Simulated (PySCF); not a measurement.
Species: C₇H₁₆NO (charge +1).
SMILES with atom numbers: `[CH3:1][NH+:2]([CH3:3])[CH2:4][O:5][CH2:6][CH:7]1[CH2:8][CH2:9]1` (hydrogens: H10, H11, H12 on C1; H13 on N2; H14, H15, H16 on C3; H17, H18 on C4; H19, H20 on C6; H21 on C7; H22, H23 on C8; H24, H25 on C9)

The calculation used PBE0-D3(BJ)/def2-SVP geometry optimisation, gas phase (PySCF).

Question: List the bond lengths, angles and torsions at this level.

Answer: 
```tsv
bond	length (Å)	order
C1–N2, N2–C3	1.486	single
N2–C4	1.500	single
C4–O5	1.363	single
O5–C6	1.433	single
C6–C7	1.497	single
C7–C8	1.500	single
C8–C9	1.494	single
C7–C9	1.509	single
C1–H10 and 5 like bonds	1.097	single
N2–H13	1.029	single
C4–H17, C4–H18	1.106	single
C6–H19, C6–H20	1.102	single
C7–H21	1.096	single
C8–H22, C9–H24	1.095	single
C8–H23, C9–H25	1.092	single
```

Bonds in one row agree within 0.01 Å and their mean is given. Orders are formal, as drawn. A selection of angles:
```tsv
angle	degrees
C1–N2–C3	112.7
C1–N2–C4	111.4
N2–C4–O5	104.9
C4–O5–C6	116.2
O5–C6–C7	113.3
C6–C7–C8	118.5
C6–C7–C9	120.7
C8–C7–C9	59.5
C7–C8–C9	60.6
C7–C9–C8	59.9
H13–N2–C1	106.8
H13–N2–C3	108.7
H13–N2–C4	104.3
```

Torsions: C1–N2–C4–O5 -65° (synclinal); N2–C4–O5–C6 -174° (antiperiplanar); C4–O5–C6–C7 -61° (synclinal); O5–C6–C7–C8 159° (antiperiplanar); C6–C7–C8–C9 -111° (anticlinal); C6–C7–C9–C8 107° (anticlinal). The mirror-image conformer, all signs reversed, is as good.

N2 (ammonium nitrogen) is distorted tetrahedral (angles from 104.3° to 112.7°). Of the pairs four or more bonds apart, O5···H10 is among the closest relative to their van der Waals radii: 2.39 Å, 88 % of the sum of Bondi's values. O5 (ether oxygen) is bent (angle 116.2°). The 3-membered ring C7–C8–C9 has internal angles of 59.5° to 60.6°. The 2 C–O bonds span 1.363 Å (C4–O5, drawn single) to 1.433 Å (O5–C6, drawn single), a spread of 0.070 Å.

Point group: C1 (no symmetry element, even within 0.4 Å). Stationary, but not proved a minimum.

The run took about 5 min of CPU time (one thread, shared machine). That covers the optimisation of the geometry.
